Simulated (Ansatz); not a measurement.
The pair A = SiH4 (SMILES [SiH4]) (first 5 atoms), B = CH3Cl (SMILES CCl); geometry from B3LYP-D3(BJ)/def2-TZVP.
(charge 0, multiplicity 1):
```xyz
10

Si    -0.0443    -0.1828     0.2092
H      1.4316    -0.1288     0.2523
H     -0.4952    -0.2017    -1.2028
H     -0.6176     1.0063     0.8782
H     -0.5296    -1.4079     0.8827
C     -0.9828    -0.2105     4.0016
Cl     0.7918    -0.1447     3.7429
H     -1.1711    -0.1994     5.0708
H     -1.4280     0.6565     3.5234
H     -1.3573    -1.1261     3.5544
```

Cores are frozen in the correlated methods.

Run with Ansatz (a first-principles code) with Gaussian orbitals. Values without a source in brackets are computed.

Total energies (hartree), monomers frozen at their geometry in the pair:

```json
[
 {"structure": "AB", "HF/aug-cc-pV(D+d)Z": "-790.3737131", "PBE/def2-TZVPPD": "-791.6148738", "MP2/aug-cc-pV(D+d)Z": "-790.8060467"},
 {"structure": "A in the pair's basis", "HF/aug-cc-pV(D+d)Z": "-291.2505637", "PBE/def2-TZVPPD": "-291.7217206", "MP2/aug-cc-pV(D+d)Z": "-291.3724659"},
 {"structure": "B in the pair's basis", "HF/aug-cc-pV(D+d)Z": "-499.1243897", "PBE/def2-TZVPPD": "-499.8923625", "MP2/aug-cc-pV(D+d)Z": "-499.4314173"},
 {"structure": "A", "HF/aug-cc-pV(D+d)Z": "-291.2502885", "PBE/def2-TZVPPD": "-291.7216874", "MP2/aug-cc-pV(D+d)Z": "-291.3717842"},
 {"structure": "B", "HF/aug-cc-pV(D+d)Z": "-499.1240488", "PBE/def2-TZVPPD": "-499.8922994", "MP2/aug-cc-pV(D+d)Z": "-499.4303661"}
]
```

Problem. Work out the interaction energy without and with the counterpoise correction, and the superposition error, for each level.

Solution. 
E(AB) − E(A) − E(B), times 627.509 kcal/mol, with the monomers in their own basis and then in the pair's basis:
- HF/aug-cc-pV(D+d)Z: 0.39 uncorrected, 0.78 corrected; the monomers gain 0.39 kcal/mol from borrowed functions
- PBE/def2-TZVPPD: -0.56 uncorrected, -0.50 corrected; the monomers gain 0.06 kcal/mol from borrowed functions
- MP2/aug-cc-pV(D+d)Z: -2.45 uncorrected, -1.36 corrected; the monomers gain 1.09 kcal/mol from borrowed functions
